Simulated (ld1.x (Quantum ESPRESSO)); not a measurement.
## How hard is this gallium (Ga) PAW potential?

gallium (Ga), PAW, made with ld1.x (Quantum ESPRESSO) 7.5 (PBEsol, scalar-relativistic). Core [Ar] 3d10, reference 4s2 4p0 (charge +1). Waves: 4s (bound): rcut 1.40, rcutus 1.55 bohr; 4s channel at -0.75 Ry: rcut 1.40, rcutus 1.55 bohr; 4p (bound, empty): rcut 1.60, rcutus 1.70 bohr; 4p channel at -0.2 Ry: rcut 1.60, rcutus 1.70 bohr. Local part: all-electron potential smoothed inside 1.20 bohr (lloc = -1). Core correction: Bessel-smoothed model core inside 0.70 bohr. Augmentation charge: BESSEL, radius 1.20 bohr.

The pseudo-atom Hamiltonian at the reference potential is diagonalised in spherical Bessel functions j_l(qr) that vanish at 20 bohr, with q² up to the cutoff. All-electron valence levels (Ry): 4s -1.2026, 4p -0.6653.

How do the lowest levels (Ry) of each channel move with the cutoff, and are there ghosts?

```tsv
cutoff (Ry)	s #1	s #2	p #1	p #2	d #1	d #2	f #1	f #2	Σ f·Δε (mRy)
8	-1.3339	-0.4502	-0.6630	-0.1747	-0.2157	-0.0754	-0.0481	0.0517	262.5
10	-1.7503	-1.0741	-0.6635	-0.1748	-0.2202	-0.0770	-0.0481	0.0517	257.1
12	-3.0504	-1.1860	-0.6641	-0.1749	-0.2243	-0.0784	-0.0481	0.0517	33.2
15	-4.2878	-1.1995	-0.6649	-0.1750	-0.2280	-0.0797	-0.0481	0.0516	6.3
18	-5.6134	-1.2022	-0.6651	-0.1750	-0.2326	-0.0813	-0.0481	0.0516	0.9
21	-6.1811	-1.2023	-0.6652	-0.1751	-0.2351	-0.0821	-0.0481	0.0516	0.8
25	-6.5684	-1.2023	-0.6653	-0.1752	-0.2371	-0.0827	-0.0481	0.0516	0.7
400	-7.2808	-1.2026	-1.5959	-0.6653	-0.2423	-0.0844	-0.0481	0.0516	0.0
```

Result: ghost states, extra bound levels that the all-electron valence spectrum of the same l lacks: s at -99.1 eV, p at -21.7 eV (a true bound ghost makes a file unfit for plane-wave use); 10 mRy is reached at 15 Ry and 1 mRy at 18 Ry.
